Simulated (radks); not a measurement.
Question: These are the eigenvalues of the occupied orbitals of an atom or ion with whole-number occupations (eV). All-electron calculation, scalar-relativistic Kohn-Sham, r2SCAN, spin-unpolarised, spherical densities, finite nucleus; meta-GGA in the generalised Kohn-Sham scheme; Fermi nuclear charge, rms radius of each element as measured or else 0.836 A^(1/3) + 0.57 fm. Program: a radial shooting solver on a logarithmic mesh with Libxc functionals.

| orbital | eigenvalue |
|---|---|
| 1s | -29136.09 |
| 2s | -4470.004 |
| 2p | -4016.675 |
| 3s | -921.3258 |
| 3p | -772.0662 |
| 3d | -542.7647 |
| 4p | -150.4517 |
| 4d | -82.1184 |
| 5s | -51.5395 |

Which element is it, and in what charge state? The configuration may be excited.

Answer: Z = 50, tin, charge +4: Sn4+ in [Ar] 3d10 4p6 4d10 5s2. The list shows which subshells hold electrons but not how many an open one holds; the 1s level, -1070.7 hartree, gives Z - s = 46.3 by -(Z - s)^2/2, which with screening and relativity narrows Z to a few neighbours, and the depths of the outer levels then fix element, charge and occupations together.
